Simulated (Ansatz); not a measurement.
Ideal-gas functions of `OC1[SiH2][Se]1` at 298.15 K and 1 bar, from an Ansatz frequency run at PBE0-D4/def2-TZVP.

Molar mass 139.09 g/mol, point group C1 (symmetry number 1), electronic degeneracy 1, moments of inertia 100.836, 165.644, 246.966 u Å². Harmonic wavenumbers (cm⁻¹, unscaled): 232, 268, 405, 424, 473, 549, 567, 685, 756, 944, 947, 1154, 1240, 1392, 2243, 2267, 3131, 3823.

Use S(trans) = R[1.5 ln M + 2.5 ln T − 1.1517]; rotational temperatures θ = 24.2544 K / I; S(rot) = R[ln(√π/σ · √(T³/θAθBθC)) + 1.5]; for each mode x = 1.438777 ν̃/T, S = R[x/(eˣ − 1) − ln(1 − e⁻ˣ)] and H = RT x/(eˣ − 1); 1 cm⁻¹ = 0.0119627 kJ/mol; R = 8.31446 J/(mol·K).

By hand: the entropy, in J/(mol·K).

Translation 170.4. Rotation: θ = 0.2405, 0.1464, 0.0982 K, giving 111.8. Vibration, mode by mode: 7.80, 6.73, 3.95, 3.68, 3.05, 2.29, 2.13, 1.36, 1.03, 0.49, 0.48, 0.21, 0.15, 0.08, 0.00, 0.00, 0.00, 0.00, in all 33.4. Electronic 0.0. Sum 315.6 J/(mol·K).

By hand: H − E and G − E in kJ/mol, counted from the electronic energy.

Zero-point energy ½ × 21500 × 0.0119627 = 128.6; thermal vibration 6.6; translation, rotation and pV give 4 RT = 9.9. H − E = 145.1 kJ/mol, and G − E = 145.1 − 298.15 × 315.6/1000 = 51.0 kJ/mol.

Vibration gives 11 % of the entropy. The sum counts one conformer and one mirror image; others add a mixing term.
